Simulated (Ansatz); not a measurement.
Ansatz (a program for electronic structure) input (B3LYP/LANL2DZ): The .json file is the Basis Set Exchange's LANL2DZ.

Ansatz 0.2 input:
```yaml
crystal:
  periodic: [false, false, false]
  atoms:
    - {symbol: Mg, position_ang: [1.21334300, 0.34241100, 0.22505500]}
    - {symbol: I, position_ang: [-0.36321000, 1.75361700, -1.53487400]}
    - {symbol: I, position_ang: [0.08849100, -1.83114400, 1.48391800]}
basis:
  gaussian:
    orbitals: LANL2DZ.json
hamiltonian:
  xc: {name: B3LYP}
total_charge: -1
magnetization: {spin_polarized: true, initial_magnetization: 1}
output: {forces: true}
```

Output:

```
Functional definition: B3LYP
integrals: 0.01 GiB planned
323 factors; integrals over basis functions are off by at most 2.7e-4 eV
mean field: 0.10 GiB planned
mean field evaluation 1: about -647.2580 eV, gradient 3.2e0 eV
mean field evaluation 2: about -647.4261 eV, gradient 1.3e0 eV
mean field evaluation 4: about -647.4532 eV, gradient 8.5e-2 eV
mean field evaluation 8: about -647.4738 eV, gradient 1.8e-3 eV
mean field -647.47380239 eV, -23.7942233645 hartree, gradient 2.5e-5 eV, S^2 0.751149; 0 other end points of the search recorded, 0 dependent functions left out
the calculation of the forces begins
reference -647.47401247 eV, -23.7942310846 hartree; 9, 8 occupied and 15, 16 virtual orbitals, 323 factors
Total energy: -647.47401247 eV, -23.7942310846 hartree
Atom 0 at     1.213343     0.342411     0.225055 Å, force     0.245137     0.069179     0.045469 eV/Å
Atom 1 at    -0.363210     1.753617    -1.534874 Å, force    -0.145667     0.148727    -0.177109 eV/Å
Atom 2 at     0.088491    -1.831144     1.483918 Å, force    -0.099469    -0.217906     0.131640 eV/Å
Dipole moment:    -0.100079    -0.028243    -0.018563 e Å
```

The dipole moment of an ion depends on the origin.

The geometry given is a B3LYP-D3(BJ)/def2-TZVP minimum.
